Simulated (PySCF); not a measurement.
# Bond length, frequency and bond energy of TlS⁺ by level of theory

State: ³Σ⁻ (triplet), unpaired electrons π ↑↑. Set-up: PySCF, scalar-relativistic core potentials, basis sets Tl cc-pVDZ-PP with ECP60, S cc-pV(D+d)Z. De refers to Tl⁺ + S in their high-spin ground configurations, without counterpoise correction. The functionals are run spin-unrestricted. A positive dipole points towards S; it is taken about the centre of mass and depends on that origin.

| Level | Re (Å) | ωe (cm⁻¹) | De (eV) | μ (D) |
| --- | --- | --- | --- | --- |
| UHF | 3.471 | 83.1 | n/a | -0.33 |
| UHF-MP2 | 3.299 | 103 | n/a | n/a |
| UHF-SCS-MP2 | 3.334 | 99.1 | n/a | n/a |
| UHF-CCSD | 3.321 | 101 | n/a | n/a |
| UHF-CCSD(T) | 3.301 | 104 | n/a | n/a |
| PBE | 3.199 | 120 | n/a | 1.08 |
| PW91 | 3.187 | 122 | n/a | 1.13 |
| TPSS | 3.206 | 119 | n/a | 0.91 |
| r²SCAN | 3.191 | 121 | n/a | 0.91 |
| TPSSh | 3.211 | 118 | n/a | 0.80 |
| PBE0 | 3.207 | 117 | n/a | 0.75 |
| ωB97X | 3.240 | 115 | n/a | 0.42 |

Problem. What does a quarter of exact exchange do here, going from PBE to PBE0?

Solution. PBE0 less PBE: +0.8 pm in Re, -2.5 % in ωe. Exact exchange removes part of the self-interaction that spreads semilocal densities, and in most molecules shortens and stiffens the bond and lowers De; here Re and ωe go the other way.

Problem. What does a tenth of exact exchange do here, going from TPSS to TPSSh?

Solution. TPSSh less TPSS: +0.5 pm in Re, -0.8 % in ωe. Exact exchange removes part of the self-interaction that spreads semilocal densities, and in most molecules shortens and stiffens the bond and lowers De; here Re goes the other way.

Problem. What does the triples do here, going from UHF-CCSD to UHF-CCSD(T)?

Solution. UHF-CCSD(T) less UHF-CCSD: -2.0 pm in Re, +3.0 % in ωe. Correlation nearly always deepens the well. The bond shortens, as in weak, metallic or heavy-atom bonds, where dispersion and the correlation of outer-core electrons pull the atoms together.

Correlated steps freeze 9 core orbitals. These are scalar-relativistic numbers at best; spin–orbit coupling would shift them, the dissociation energy most. The state is the lowest determinant that a PBE0 search found; another state may lie lower at other levels.

The whole job (state search and all levels along the bond) took about 1.1 min on 1 thread of Intel Xeon 6975P-C (shared host), peak memory 0.56 GiB.
